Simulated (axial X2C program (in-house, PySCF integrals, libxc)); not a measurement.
# Excited states of LiI by EOM-EE-CCSD

Calculated with an axial X2C code built on PySCF integrals: two-component X2C with atomic mean-field Coulomb and Gaunt terms, Gaussian nuclei, basis I dyall-acv3z, Li dyall-acv3z with contracted cores.

R = 2.396 Å (near the PBE0 minimum at charge 0 of the determinant lowest at the starting distance; the state shown can have its own minimum elsewhere).

Hartree–Fock spinors of LiI (one of each Kramers pair; a window near the gap, which can cut inner shells):

```csv
ω,occupied,ε (eV),character
1/2,yes,-22.12,"78% I s, 10% Li p, 7% Li d"
1/2,yes,-9.88,"86% I p, 6% Li p, 4% Li s"
1/2,yes,-8.78,"86% I p, 6% Li p, 5% Li d"
3/2,yes,-8.38,"87% I p, 7% Li d, 6% Li p"
1/2,no,-0.49,"60% Li s, 34% Li p, 3% I p"
1/2,no,0.21,99% Li p
3/2,no,0.21,99% Li p
1/2,no,0.22,"79% Li p, 19% Li s"
1/2,no,0.50,"73% Li s, 26% Li p"
1/2,no,0.76,"92% Li p, 6% Li d"
```

Vertical excitation energies from the closed-shell determinant state of LiI:

```json
{"Ω": "2", "excitation (eV)": "3.969", "cm⁻¹": "32014", "hole of the leading pair": "87% I pπ, 7% Li dπ, 6% Li pπ", "particle of the leading pair": "63% Li sσ, 19% Li pσ, 8% I sσ", "weight of the pair (for Ω = 0 its time-reversed partner can hold as much again)": "0.94", "singles weight": "0.94"}
{"Ω": "1", "excitation (eV)": "4.002", "cm⁻¹": "32280", "hole of the leading pair": "87% I pπ, 7% Li dπ, 6% Li pπ", "particle of the leading pair": "63% Li sσ, 20% Li pσ, 7% I sσ", "weight of the pair (for Ω = 0 its time-reversed partner can hold as much again)": "0.93", "singles weight": "0.94"}
{"Ω": "0⁻", "excitation (eV)": "4.248", "cm⁻¹": "34264", "hole of the leading pair": "53% I pπ, 32% I pσ", "particle of the leading pair": "63% Li sσ, 19% Li pσ, 8% I sσ", "weight of the pair (for Ω = 0 its time-reversed partner can hold as much again)": "0.47", "singles weight": "0.95"}
{"Ω": "1", "excitation (eV)": "4.271", "cm⁻¹": "34448", "hole of the leading pair": "52% I pπ, 34% I pσ", "particle of the leading pair": "62% Li sσ, 20% Li pσ, 7% I pσ", "weight of the pair (for Ω = 0 its time-reversed partner can hold as much again)": "0.92", "singles weight": "0.94"}
{"Ω": "0⁺", "excitation (eV)": "4.327", "cm⁻¹": "34903", "hole of the leading pair": "63% I pπ, 23% I pσ", "particle of the leading pair": "62% Li sσ, 20% Li pσ, 7% I sσ", "weight of the pair (for Ω = 0 its time-reversed partner can hold as much again)": "0.47", "singles weight": "0.94"}
{"Ω": "0⁻", "excitation (eV)": "5.064", "cm⁻¹": "40844", "hole of the leading pair": "47% I pσ, 39% I pπ", "particle of the leading pair": "63% Li sσ, 17% Li pσ, 8% I sσ", "weight of the pair (for Ω = 0 its time-reversed partner can hold as much again)": "0.35", "singles weight": "0.95"}
{"Ω": "1", "excitation (eV)": "5.072", "cm⁻¹": "40908", "hole of the leading pair": "46% I pσ, 41% I pπ", "particle of the leading pair": "63% Li sσ, 18% Li pσ, 8% I sσ", "weight of the pair (for Ω = 0 its time-reversed partner can hold as much again)": "0.65", "singles weight": "0.94"}
{"Ω": "0⁺", "excitation (eV)": "5.269", "cm⁻¹": "42501", "hole of the leading pair": "61% I pσ, 25% I pπ", "particle of the leading pair": "62% Li sσ, 22% Li pσ, 7% I sσ", "weight of the pair (for Ω = 0 its time-reversed partner can hold as much again)": "0.46", "singles weight": "0.94"}
{"Ω": "1", "excitation (eV)": "5.337", "cm⁻¹": "43050", "hole of the leading pair": "87% I pπ, 7% Li dπ, 6% Li pπ", "particle of the leading pair": "75% Li pπ, 12% I dπ, 8% I pπ", "weight of the pair (for Ω = 0 its time-reversed partner can hold as much again)": "0.65", "singles weight": "0.94"}
{"Ω": "2", "excitation (eV)": "5.350", "cm⁻¹": "43150", "hole of the leading pair": "87% I pπ, 7% Li dπ, 6% Li pπ", "particle of the leading pair": "75% Li pπ, 11% I dπ, 7% I pπ", "weight of the pair (for Ω = 0 its time-reversed partner can hold as much again)": "0.93", "singles weight": "0.94"}
{"Ω": "3", "excitation (eV)": "5.373", "cm⁻¹": "43340", "hole of the leading pair": "87% I pπ, 7% Li dπ, 6% Li pπ", "particle of the leading pair": "76% Li pπ, 13% I dπ", "weight of the pair (for Ω = 0 its time-reversed partner can hold as much again)": "0.94", "singles weight": "0.95"}
{"Ω": "0⁻", "excitation (eV)": "5.379", "cm⁻¹": "43381", "hole of the leading pair": "87% I pπ, 7% Li dπ, 6% Li pπ", "particle of the leading pair": "75% Li pπ, 14% I dπ", "weight of the pair (for Ω = 0 its time-reversed partner can hold as much again)": "0.34", "singles weight": "0.94"}
```

This point took 17 s on 1 thread of Intel(R) Xeon(R) Platinum 8375C CPU @ 2.90GHz (Ice Lake), on a shared host.

Reference electrons by ω block (each with its −ω partner): 1/2: 18, 3/2: 8, 5/2: 2. 8 electrons of LiI correlated (inner shells frozen), 88 natural virtual spinors (a truncated set); levels can be off by some tenths of an eV. Roots sought by Ω: (0: 5, 1: 4, 2: 3, 3: 1); rows need 60 % singles weight and stop where some Ω has no more roots. Missing are any skipped roots, higher Ω and states of a further excitation; these come out far too high here and may in truth be low or lowest. T1 of the reference 0.006 (Lee–Taylor). Number of frozen shells: I 4 s, 3 p, 2 d; Li 1 s.
